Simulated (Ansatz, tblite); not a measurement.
Forces on the cluster HfO₄H₄ at its r2SCAN-D4/def2-SVP geometry. Charge 0, multiplicity 1.

In the def2 sets Hf takes a core potential; there is no spin–orbit coupling. The xTB rows come from tblite. The structure holds one bond between oxygen atoms, so isomers without such links may lie far lower. The structure comes from a short search, and lower isomers may exist.

GFN1-xTB (tblite), largest force 2.29 eV/Å:

```xyz
9
positions Å, forces eV/Å
Hf   -0.129   -0.271    0.238    0.599   -0.174   -0.012
O     1.953    0.701    0.207   -0.873   -1.260   -1.231
O    -1.086    1.381   -0.073    0.453   -0.637   -0.027
O     1.625   -0.335   -0.801   -0.699    1.357    1.709
O    -1.108   -1.830   -0.310    0.442    0.727    0.092
H     2.051    1.499   -0.343    0.109   -0.074   -0.070
H    -1.788    1.963   -0.367    0.021   -0.035   -0.002
H     0.049   -0.500    2.079   -0.068    0.034   -0.449
H    -1.568   -2.608   -0.628    0.017    0.061   -0.010
```

GFN2-xTB (tblite), largest force 1.29 eV/Å:

```
Hf 0.031 -0.646 0.511
O -0.342 -0.400 -0.563
O 0.475 -0.083 0.009
O -0.624 0.749 0.848
O 0.273 0.385 0.129
H 0.165 -0.055 -0.068
H -0.013 -0.203 -0.089
H -0.006 0.121 -0.662
H 0.041 0.131 -0.115
```

BLYP-D4/def2-TZVP (Ansatz), largest force 0.88 eV/Å:

```
Hf -0.082 -0.099 0.196
O 0.401 0.365 0.680
O 0.014 0.218 0.025
O 0.066 -0.587 -0.655
O -0.071 -0.082 -0.010
H -0.009 0.291 -0.150
H -0.208 0.135 -0.088
H 0.016 -0.013 0.098
H -0.129 -0.228 -0.096
```
